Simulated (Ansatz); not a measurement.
Ansatz (a first-principles code) input for CH₇FOSi₂, SMILES C[Si@@H](F)O[SiH3], PBE-D3(BJ)/def2-SVP. 

Ansatz 0.2 input:
```yaml
crystal:
  periodic: [false, false, false]
  atoms:
    - {symbol: C, position_ang: [1.84967771, 1.23293002, -0.17064393]}
    - {symbol: Si, position_ang: [0.99188974, -0.41459783, -0.09456384]}
    - {symbol: F, position_ang: [0.98464944, -0.91079122, 1.45759825]}
    - {symbol: O, position_ang: [-0.57313324, -0.29024844, -0.59609051]}
    - {symbol: Si, position_ang: [-2.09557016, 0.30097660, -0.28257153]}
    - {symbol: H, position_ang: [1.86557252, 1.61696825, -1.20335531]}
    - {symbol: H, position_ang: [1.32870344, 1.96989988, 0.46179525]}
    - {symbol: H, position_ang: [2.89026260, 1.15339000, 0.18270978]}
    - {symbol: H, position_ang: [1.65094155, -1.47083838, -0.89591031]}
    - {symbol: H, position_ang: [-2.84949030, -0.65010348, 0.57985434]}
    - {symbol: H, position_ang: [-2.80589295, 0.47147597, -1.57843958]}
    - {symbol: H, position_ang: [-2.00341600, 1.62143313, 0.40744454]}
basis:
  gaussian:
    orbitals: def2-SVP
hamiltonian:
  xc: pbe
  dispersion: d3bj
relax: {f_tol: 0.002, max_steps: 200}
```

Program output:

```
Functional definition: PBE
integrals: 0.06 GiB planned
1247 factors; their error is unknown
mean field: 0.31 GiB planned
mean field evaluation 1: about -21638.4364 eV, gradient 7.6e1 eV
mean field evaluation 2: about -21610.0256 eV, gradient 1.4e2 eV
mean field evaluation 4: about -21649.8416 eV, gradient 8.7e0 eV
mean field evaluation 8: about -21649.9971 eV, gradient 1.8e-1 eV
mean field evaluation 16: about -21649.9124 eV, gradient 9.6e-5 eV
mean field -21649.91241992 eV, -795.6196065942 hartree, gradient 3.1e-5 eV, S^2 0.000000; 0 other end points of the search recorded, 0 dependent functions left out
the calculation of the forces begins
reference -21649.91246067 eV, -795.6196080921 hartree; 29, 29 occupied and 84, 84 virtual orbitals, 1247 factors
relax step   1: F+E_penalty+E_count = -21650.15420878 eV  Δ(F+E_penalty+E_count) = +0.000e0 eV  max|allowed force component| = 3.623e-1 eV/Å  Δτ_max = 0.0000 Å  (28 SCF iters, accepted)
these checks for a lower state are left out or cut short: starts, cluster_reference, orbital_swaps, neighbouring_geometries, increment
integrals: 0.06 GiB planned
1247 factors; their error is unknown
mean field: 0.31 GiB planned
mean field -21649.92712458 eV, -795.6201469807 hartree, gradient 1.4e-5 eV, S^2 0.000000; 0 other end points of the search recorded, 0 dependent functions left out
the calculation of the forces begins
reference -21649.92716543 eV, -795.6201484820 hartree; 29, 29 occupied and 84, 84 virtual orbitals, 1247 factors
relax step   2: F+E_penalty+E_count = -21650.16801446 eV  Δ(F+E_penalty+E_count) = -1.381e-2 eV  max|allowed force component| = 1.956e-1 eV/Å  Δτ_max = 0.0147 Å  (30 SCF iters, accepted)
[...]
relax step   7: F+E_penalty+E_count = -21650.17297163 eV  Δ(F+E_penalty+E_count) = -4.450e-4 eV  max|allowed force component| = 3.686e-3 eV/Å  Δτ_max = 0.0193 Å  (30 SCF iters, accepted)
these checks for a lower state are left out or cut short: starts, cluster_reference, orbital_swaps, neighbouring_geometries, increment
integrals: 0.06 GiB planned
1247 factors; their error is unknown
mean field: 0.31 GiB planned
mean field evaluation 64: about -21649.9302 eV, gradient 5.1e-4 eV
mean field -21649.93023251 eV, -795.6202611950 hartree, gradient 1.8e-5 eV, S^2 0.000000; 0 other end points of the search recorded, 0 dependent functions left out
the calculation of the forces begins
reference -21649.93027295 eV, -795.6202626811 hartree; 29, 29 occupied and 84, 84 virtual orbitals, 1247 factors
relax step   8: F+E_penalty+E_count = -21650.17302069 eV  Δ(F+E_penalty+E_count) = -4.906e-5 eV  max|allowed force component| = 2.715e-2 eV/Å  Δτ_max = 0.0182 Å  (30 SCF iters, accepted)
these checks for a lower state are left out or cut short: starts, cluster_reference, orbital_swaps, neighbouring_geometries, increment
integrals: 0.06 GiB planned
1247 factors; their error is unknown
mean field: 0.31 GiB planned
mean field -21649.92992101 eV, -795.6202497475 hartree, gradient 1.9e-5 eV, S^2 0.000000; 0 other end points of the search recorded, 0 dependent functions left out
the calculation of the forces begins
reference -21649.92996139 eV, -795.6202512314 hartree; 29, 29 occupied and 84, 84 virtual orbitals, 1247 factors
relax step   9: F+E_penalty+E_count = -21650.17311786 eV  Δ(F+E_penalty+E_count) = -9.716e-5 eV  max|allowed force component| = 1.610e-2 eV/Å  Δτ_max = 0.0158 Å  (31 SCF iters, accepted)
these checks for a lower state are left out or cut short: starts, cluster_reference, orbital_swaps, neighbouring_geometries, increment
integrals: 0.06 GiB planned
1247 factors; their error is unknown
mean field: 0.31 GiB planned
mean field -21649.92988640 eV, -795.6202484756 hartree, gradient 1.5e-5 eV, S^2 0.000000; 0 other end points of the search recorded, 0 dependent functions left out
the calculation of the forces begins
reference -21649.92992677 eV, -795.6202499593 hartree; 29, 29 occupied and 84, 84 virtual orbitals, 1247 factors
relax step  10: F+E_penalty+E_count = -21650.17314657 eV  Δ(F+E_penalty+E_count) = -2.871e-5 eV  max|allowed force component| = 7.297e-3 eV/Å  Δτ_max = 0.0041 Å  (23 SCF iters, accepted)
these checks for a lower state are left out or cut short: starts, cluster_reference, orbital_swaps, neighbouring_geometries, increment
integrals: 0.06 GiB planned
1247 factors; their error is unknown
mean field: 0.31 GiB planned
mean field -21649.92986471 eV, -795.6202476787 hartree, gradient 1.8e-5 eV, S^2 0.000000; 0 other end points of the search recorded, 0 dependent functions left out
the calculation of the forces begins
reference -21649.92990508 eV, -795.6202491623 hartree; 29, 29 occupied and 84, 84 virtual orbitals, 1247 factors
relax step  11: F+E_penalty+E_count = -21650.17317503 eV  Δ(F+E_penalty+E_count) = -2.846e-5 eV  max|allowed force component| = 4.764e-3 eV/Å  Δτ_max = 0.0067 Å  (24 SCF iters, accepted)
these checks for a lower state are left out or cut short: starts, cluster_reference, orbital_swaps, neighbouring_geometries, increment
integrals: 0.06 GiB planned
1247 factors; their error is unknown
mean field: 0.31 GiB planned
mean field -21649.92979524 eV, -795.6202451256 hartree, gradient 1.9e-5 eV, S^2 0.000000; 0 other end points of the search recorded, 0 dependent functions left out
the calculation of the forces begins
reference -21649.92983561 eV, -795.6202466090 hartree; 29, 29 occupied and 84, 84 virtual orbitals, 1247 factors
relax step  12: F+E_penalty+E_count = -21650.17320288 eV  Δ(F+E_penalty+E_count) = -2.785e-5 eV  max|allowed force component| = 6.463e-3 eV/Å  Δτ_max = 0.0122 Å  (31 SCF iters, accepted)
these checks for a lower state are left out or cut short: starts, cluster_reference, orbital_swaps, neighbouring_geometries, increment
integrals: 0.06 GiB planned
1247 factors; their error is unknown
mean field: 0.31 GiB planned
mean field evaluation 96: about -21649.9298 eV, gradient 3.7e-5 eV
mean field -21649.92977508 eV, -795.6202443848 hartree, gradient 1.9e-5 eV, S^2 0.000000; 0 other end points of the search recorded, 0 dependent functions left out
the calculation of the forces begins
reference -21649.92981545 eV, -795.6202458683 hartree; 29, 29 occupied and 84, 84 virtual orbitals, 1247 factors
relax step  13: F+E_penalty+E_count = -21650.17322629 eV  Δ(F+E_penalty+E_count) = -2.341e-5 eV  max|allowed force component| = 6.403e-3 eV/Å  Δτ_max = 0.0096 Å  (30 SCF iters, accepted)
these checks for a lower state are left out or cut short: starts, cluster_reference, orbital_swaps, neighbouring_geometries, increment
integrals: 0.06 GiB planned
1247 factors; their error is unknown
mean field: 0.31 GiB planned
mean field -21649.92971712 eV, -795.6202422548 hartree, gradient 2.2e-5 eV, S^2 0.000000; 0 other end points of the search recorded, 0 dependent functions left out
the calculation of the forces begins
reference -21649.92975749 eV, -795.6202437384 hartree; 29, 29 occupied and 84, 84 virtual orbitals, 1247 factors
relax step  14: F+E_penalty+E_count = -21650.17326733 eV  Δ(F+E_penalty+E_count) = -4.103e-5 eV  max|allowed force component| = 9.132e-3 eV/Å  Δτ_max = 0.0175 Å  (30 SCF iters, accepted)
these checks for a lower state are left out or cut short: starts, cluster_reference, orbital_swaps, neighbouring_geometries, increment
integrals: 0.06 GiB planned
1247 factors; their error is unknown
mean field: 0.31 GiB planned
mean field -21649.92968295 eV, -795.6202409991 hartree, gradient 2.2e-5 eV, S^2 0.000000; 0 other end points of the search recorded, 0 dependent functions left out
the calculation of the forces begins
reference -21649.92972331 eV, -795.6202424822 hartree; 29, 29 occupied and 84, 84 virtual orbitals, 1247 factors
relax step  15: F+E_penalty+E_count = -21650.17329715 eV  Δ(F+E_penalty+E_count) = -2.983e-5 eV  max|allowed force component| = 7.426e-3 eV/Å  Δτ_max = 0.0170 Å  (30 SCF iters, accepted)
these checks for a lower state are left out or cut short: starts, cluster_reference, orbital_swaps, neighbouring_geometries, increment
integrals: 0.06 GiB planned
1247 factors; their error is unknown
mean field: 0.31 GiB planned
mean field -21649.92964234 eV, -795.6202395066 hartree, gradient 1.2e-5 eV, S^2 0.000000; 0 other end points of the search recorded, 0 dependent functions left out
the calculation of the forces begins
reference -21649.92968270 eV, -795.6202409897 hartree; 29, 29 occupied and 84, 84 virtual orbitals, 1247 factors
relax step  16: F+E_penalty+E_count = -21650.17330508 eV  Δ(F+E_penalty+E_count) = -7.929e-6 eV  max|allowed force component| = 5.921e-3 eV/Å  Δτ_max = 0.0069 Å  (24 SCF iters, accepted)
these checks for a lower state are left out or cut short: starts, cluster_reference, orbital_swaps, neighbouring_geometries, increment
integrals: 0.06 GiB planned
1247 factors; their error is unknown
mean field: 0.31 GiB planned
mean field -21649.92963348 eV, -795.6202391809 hartree, gradient 1.2e-5 eV, S^2 0.000000; 0 other end points of the search recorded, 0 dependent functions left out
the calculation of the forces begins
reference -21649.92967382 eV, -795.6202406636 hartree; 29, 29 occupied and 84, 84 virtual orbitals, 1247 factors
relax step  17: F+E_penalty+E_count = -21650.17330862 eV  Δ(F+E_penalty+E_count) = -3.535e-6 eV  max|allowed force component| = 4.557e-3 eV/Å  Δτ_max = 0.0034 Å  (24 SCF iters, accepted)
these checks for a lower state are left out or cut short: starts, cluster_reference, orbital_swaps, neighbouring_geometries, increment
integrals: 0.06 GiB planned
1247 factors; their error is unknown
mean field: 0.31 GiB planned
mean field evaluation 128: about -21649.9296 eV, gradient 3.9e-4 eV
mean field -21649.92958483 eV, -795.6202373932 hartree, gradient 1.9e-5 eV, S^2 0.000000; 0 other end points of the search recorded, 0 dependent functions left out
the calculation of the forces begins
reference -21649.92962519 eV, -795.6202388762 hartree; 29, 29 occupied and 84, 84 virtual orbitals, 1247 factors
relax step  18: F+E_penalty+E_count = -21650.17331147 eV  Δ(F+E_penalty+E_count) = -2.854e-6 eV  max|allowed force component| = 2.503e-3 eV/Å  Δτ_max = 0.0074 Å  (24 SCF iters, accepted)
these checks for a lower state are left out or cut short: starts, cluster_reference, orbital_swaps, neighbouring_geometries, increment
integrals: 0.06 GiB planned
1247 factors; their error is unknown
mean field: 0.31 GiB planned
mean field -21649.92958066 eV, -795.6202372398 hartree, gradient 1.9e-5 eV, S^2 0.000000; 0 other end points of the search recorded, 0 dependent functions left out
the calculation of the forces begins
reference -21649.92962101 eV, -795.6202387229 hartree; 29, 29 occupied and 84, 84 virtual orbitals, 1247 factors
relax step  19: F+E_penalty+E_count = -21650.17331302 eV  Δ(F+E_penalty+E_count) = -1.544e-6 eV  max|allowed force component| = 1.855e-3 eV/Å  Δτ_max = 0.0019 Å  (22 SCF iters, accepted)
integrals: 0.06 GiB planned
1247 factors; their error is unknown
mean field: 0.31 GiB planned
mean field -21649.92958066 eV, -795.6202372398 hartree, gradient 1.8e-5 eV, S^2 0.000000; 1 other end points of the search recorded, 0 dependent functions left out
the calculation of the forces begins
reference -21649.92962101 eV, -795.6202387229 hartree; 29, 29 occupied and 84, 84 virtual orbitals, 1247 factors
Total energy: -21650.17335337 eV, -795.6291957219 hartree
Atom 0 at     1.794406     1.239124    -0.161617 Å, force    -0.000704    -0.001375     0.000863 eV/Å
Atom 1 at     0.998378    -0.446575    -0.102413 Å, force     0.001163     0.001428     0.000492 eV/Å
Atom 2 at     0.988261    -0.952702     1.458282 Å, force     0.000194    -0.000075    -0.000677 eV/Å
Atom 3 at    -0.574358    -0.390388    -0.642104 Å, force     0.000657     0.000112     0.000063 eV/Å
Atom 4 at    -2.055568     0.311153    -0.285547 Å, force    -0.001629    -0.000873    -0.001855 eV/Å
Atom 5 at     1.814774     1.627133    -1.200164 Å, force     0.000130     0.000190    -0.000748 eV/Å
Atom 6 at     1.232595     1.960128     0.466521 Å, force    -0.000061     0.000405     0.000260 eV/Å
Atom 7 at     2.837331     1.196924     0.212608 Å, force     0.000487     0.000023     0.000147 eV/Å
Atom 8 at     1.707769    -1.484644    -0.910022 Å, force    -0.000010    -0.000668    -0.000001 eV/Å
Atom 9 at    -2.846975    -0.579870     0.628851 Å, force    -0.000068    -0.000190     0.001560 eV/Å
Atom 10 at    -2.801828     0.499753    -1.573711 Å, force    -0.000447     0.000407    -0.000786 eV/Å
Atom 11 at    -1.860591     1.650458     0.377144 Å, force     0.000287     0.000614     0.000681 eV/Å
Dipole moment:     0.062935     0.295243    -0.159296 e Å
```

Self-consistency was reached.

Cost: about 80 core-seconds (a rough figure).
